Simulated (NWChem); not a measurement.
C3H2O3; SMILES C=C1OC(=O)O1

```xyz
8

C      0.0000     0.0000    -2.2061
C      0.0000     0.0000    -0.8887
O      0.0000     1.0036     0.0525
C      0.0000     0.0000     0.9909
O      0.0000     0.0000     2.1617
O      0.0000    -1.0036     0.0525
H      0.0000    -0.9460    -2.7452
H      0.0000     0.9460    -2.7452
```
Atoms are numbered in this order, from 1.

Computed with NWChem. Coordinates come from a PBE0/def2-SVP optimisation. GIAO values for the isolated, static molecule; σ is the absolute isotropic shielding, δ = σ(reference) − σ with the isolated reference molecule computed at the same levels (13C: tetramethylsilane, 1H: tetramethylsilane, 17O: water).

Problem. Estimate the computed values for LDA (Slater exchange, VWN5)/pcSseg-1. Quantities: δ C1 (ppm); δ C2 (ppm); δ O3 (ppm); δ C4 (ppm); δ O5 (ppm); δ H7 (ppm).

Solution. 
```json
{
  "δ C1 (ppm)": "71.5",
  "δ C2 (ppm)": "163.8",
  "δ O3 (ppm)": "295.2",
  "δ C4 (ppm)": "149.8",
  "δ O5 (ppm)": "346.3",
  "δ H7 (ppm)": "4.37"
}
```
